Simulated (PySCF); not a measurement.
These are PBE-D3(BJ)/def2-TZVP // PBE0-D4/def2-SVP in PySCF values and carry that method's errors. Isolated molecules, 0 K electronic values unless said otherwise. Delta-SCF ions had no search for a lower state. Excitations are Tamm–Dancoff values on a coarser integration grid. The basis has no diffuse functions, so Rydberg states are missing or too high.

Reference species (SMILES): `[SiH3]c1c(Cl)ccc2ccccc12` (neutral, multiplicity 1).

```yaml
S1 oscillator strength: 0.033
vertical ionisation energy (Delta-SCF): 7.92 eV
LUMO: -2.42 eV
T1 excitation (TDA): 2.86 eV
```

Changed species: `[SiH3]c1ccc2ccccc2c1Cl`.

**Question.** Predict the effect on the S1 oscillator strength, vertical ionisation energy (Delta-SCF), LUMO and T1 excitation (TDA).

**Answer.** the S1 oscillator strength increases by 0.025, to 0.058; the vertical ionisation energy (Delta-SCF) falls by 0.04 eV, to 7.88 eV; the LUMO drops by 0.05 eV, to -2.47 eV; the T1 excitation (TDA) falls by 0.09 eV, to 2.77 eV.
